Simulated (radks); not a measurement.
Neutral rhenium inside a hard spherical wall (all orbitals vanish at R), configuration held at [Xe] 4f14 5d5 6s2 and not refilled when levels cross. Method: scalar-relativistic Kohn-Sham, LDA (Slater exchange, Perdew-Wang correlation), spin-polarised, spherical densities, point nucleus; open shells are filled with parallel spins first (spin-orbit coupling, left out, can overturn this in heavy ions); computed with a radial shooting solver on a logarithmic mesh with Libxc functionals. Eigenvalues in eV for spin up, with the zero of energy where the potential of the charges vanishes at infinity; a dash marks a level that is unbound or too diffuse for the functional's potential to be trusted. A positive occupied level is held by the wall or, in an anion where self-interaction has pushed it up, behind a barrier. The pressure on the wall is -dE/dV.

R (bohr)  E (hartree)  kinetic (hartree)    e(5p)    e(4f)   e(6s)   e(5d)  e(6p, empty)  e(7s, empty)  pressure (GPa)
free      -16682.7230          18434.916  -47.952  -42.401  -6.741  -6.497        -1.682        -0.055               0
20        -16682.7230          18434.916  -47.952  -42.401  -6.741  -6.497        -1.682         0.040        < 0.0001
15        -16682.7230          18434.916  -47.952  -42.401  -6.741  -6.497        -1.680         0.254        < 0.0001
12        -16682.7230          18434.916  -47.949  -42.398  -6.739  -6.495        -1.662         0.707        0.000453
7         -16682.7116          18435.009  -47.502  -41.943  -6.349  -6.085        -0.721         6.344           0.677
6         -16682.6832          18435.190  -46.811  -41.223  -5.690  -5.463         0.503        11.281            3.26
5         -16682.5796          18435.742  -45.130  -39.421  -3.858  -3.933         3.525        21.617            17.5
3.5       -16681.5750          18439.982  -37.189  -30.319   8.520   4.134        21.483        70.966             330
3         -16680.1944          18445.326  -30.788  -22.596  22.396  11.660        40.091        115.32            1090
2.5       -16676.5645          18458.944  -18.764   -8.240  53.808  26.996        79.535        201.39            4410
1.5       -16620.3507          18644.754   97.431   94.981  379.36  174.48        442.41        889.08          185000
